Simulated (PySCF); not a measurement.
Ga2O, SMILES [Ga][O][Ga] (connectivity only; charge and spin as stated), neutral, multiplicity 1. The structure is a stationary point at PBE0-D3(BJ)/def2-TZVP.

TDA-CAM-B3LYP/def2-SVPD in PySCF puts the lowest singlet excitations at 4.86, 4.86, 5.26, 5.26, 6.29, 6.34 eV.

What are the lowest excitation roots from ADC(2)/aug-cc-pVDZ (PySCF 2.14.0)? (Estimate from the structure and the level; the computed values follow.)

4.51, 4.51, 4.79, 4.79, 5.50, 5.61 eV. S1 differs by -0.35 eV (second minus first; roots are paired by order, and the bases may differ).
